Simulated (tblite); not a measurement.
Compound: C4H16N2OSi2.
Atom-mapped SMILES: `[CH3:1][CH:2]([CH3:3])[NH:4][Si@@:5]([CH3:6])([NH2:7])[O:8][SiH3:9]` (hydrogens: H10, H11, H12 on C1; H13 on C2; H14, H15, H16 on C3; H17 on N4; H18, H19, H20 on C6; H21, H22 on N7; H23, H24, H25 on Si9)

Cartesian coordinates in Å at the GFN2-xTB level; atoms count from 1:
```xyz
25
C4H16N2OSi2 angstrom
C     -2.781    0.747   -0.301
C     -1.316    0.798    0.134
C     -1.157    1.672    1.381
N     -0.826   -0.544    0.351
Si     0.783   -1.072    0.064
C      2.161   -0.508    1.246
N      0.674   -2.792    0.164
O      1.166   -0.517   -1.427
Si     1.700    0.315   -2.696
H     -3.392    0.323    0.494
H     -3.147    1.746   -0.525
H     -2.883    0.128   -1.187
H     -0.716    1.221   -0.677
H     -0.115    1.694    1.689
H     -1.750    1.267    2.199
H     -1.489    2.688    1.181
H     -1.338   -1.015    1.081
H      1.952   -0.810    2.267
H      2.274    0.572    1.233
H      3.120   -0.935    0.968
H      1.531   -3.317    0.173
H      0.002   -3.253   -0.428
H      0.992    1.597   -2.749
H      1.406   -0.512   -3.866
H      3.139    0.533   -2.532
```

Computed values, GFN2-xTB/tblite, gas phase, harmonic and unscaled. The method is semi-empirical: single wavenumbers can be off by several per cent or more. Modes of hydrogen on silicon can be 10 to 20 % off. One conformer, not necessarily the lowest. The optimisation stopped once no atom felt more than 0.01 eV/Å.

Lowest wavenumbers of the output (negative numbers stand for imaginary wavenumbers):
```
mode    cm-1
  1     -30.6
  2      12.8
  3      33.4
  4      43.6
  5      54.1
  6      98.1
  7     113.8
  8     151.1
  9     177.9
 10     191.1
 11     192.0
 12     212.7
 13     219.7
 14     249.3
 15     306.8
```

Q: Is this structure a minimum?

A: Not by this Hessian. 1 mode is imaginary beyond 20i (31i cm⁻¹), so at this level the point lies at or near a first-order saddle. The curvature is small, so loose convergence or finite differences may be the whole cause.

Q: Which atoms move in the imaginary mode?

A: 31i: H24 (Si–H hydrogen) 34 %, H23 (Si–H hydrogen) 33 %, H25 (Si–H hydrogen) 29 %. These are shares of the mass-weighted motion.

Q: What is the remedy?

A: Step along that mode in both directions, optimise again with tighter thresholds and repeat the frequencies. The zero-point energy of this point (125.6 kcal/mol) counts the 68 real modes alone, and thermal corrections from it aren't those of a minimum.
